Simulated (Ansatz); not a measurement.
Start from `BNC(O)F` and change one atom or group to get `OC(F)[SeH]`.

Ansatz, PBE0-D4/def2-TZVP geometries, multiplicity 1. Each molecule was computed in one conformer, which needn't be the lowest.

Scalar relativity is left out up to krypton.

```
                             property  `BNC(O)F`
HOMO–LUMO gap (B3LYP/def2-TZVPP) / eV       7.94
HOMO energy (ωB97M-V/def2-TZVPP) / eV     -11.17
  HOMO energy (B3LYP/def2-TZVPP) / eV      -8.50
    HOMO energy (PBE/def2-TZVPP) / eV      -7.23
  HOMO–LUMO gap (PBE/def2-TZVPP) / eV       5.96
LUMO energy (ωB97M-V/def2-TZVPP) / eV       1.53
```

Q: What does the change do to each property? (Estimate.)

A: Computed: 
```tsv
property	`OC(F)[SeH]`	shift
HOMO–LUMO gap (B3LYP/def2-TZVPP) / eV	6.23	-1.71
HOMO energy (ωB97M-V/def2-TZVPP) / eV	-9.40	1.77
HOMO energy (B3LYP/def2-TZVPP) / eV	-6.95	1.55
HOMO energy (PBE/def2-TZVPP) / eV	-5.97	1.26
HOMO–LUMO gap (PBE/def2-TZVPP) / eV	4.63	-1.33
LUMO energy (ωB97M-V/def2-TZVPP) / eV	1.50	-0.03
```

With PBE0 the HOMO rises by 1.58 eV and the LUMO falls by 0.10 eV, so the gap narrows by about 1.68 eV. PBE moves the HOMO by 1.26 eV and ωB97M-V by 1.77 eV.

B3LYP here is the variant with VWN-RPA as its local correlation; programs differ in this.

Spin–orbit coupling is left out; it splits and shifts lone-pair levels of the heavy atoms by tenths of an eV.
